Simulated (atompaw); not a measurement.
## An all-electron radial function and its pseudo partner (aluminium)

Columns: radius, all-electron u(r) and pseudo u(r) of the 3s shell (level -7.73 eV) of aluminium in the configuration [Ne] 3s2 3p1; PBE, non-relativistic, PAW (atompaw) scheme, atompaw 4.2.0.5.

| r (bohr) | all-electron | pseudo |
| --- | --- | --- |
| 0.094 | 0.1280 | 0.0469 |
| 0.188 | -0.0542 | 0.0937 |
| 0.283 | -0.2147 | 0.1405 |
| 0.377 | -0.2882 | 0.1863 |
| 0.471 | -0.2868 | 0.2313 |
| 0.565 | -0.2339 | 0.2753 |
| 0.660 | -0.1498 | 0.3185 |
| 0.754 | -0.0519 | 0.3599 |
| 0.848 | 0.0501 | 0.3997 |
| 0.942 | 0.1494 | 0.4376 |
| 1.037 | 0.2430 | 0.4739 |
| 1.131 | 0.3267 | 0.5074 |
| 1.225 | 0.4004 | 0.5385 |
| 1.319 | 0.4638 | 0.5668 |
| 1.413 | 0.5175 | 0.5923 |
| 1.508 | 0.5623 | 0.6148 |
| 1.602 | 0.5984 | 0.6338 |
| 1.696 | 0.6267 | 0.6494 |
| 1.790 | 0.6479 | 0.6615 |
| 1.885 | 0.6625 | 0.6700 |
| 1.979 | 0.6711 | 0.6747 |
| 2.073 | 0.6744 | 0.6759 |
| 2.167 | 0.6731 | 0.6736 |
| 2.262 | 0.6677 | 0.6678 |
| 2.356 | 0.6589 | 0.6589 |
| 2.450 | 0.6473 | 0.6473 |

(1) How many radial nodes do the two functions have?

(2) Is the pseudo-wave norm-conserving?

## Answers

(1) The all-electron 3s function has n − l − 1 = 2; the pseudo-wave has 0, since the states of the same l below it are removed with the core.

(2) No, it belongs to a PAW set: the norm inside the radius is not constrained, and the difference is carried by the augmentation charge.
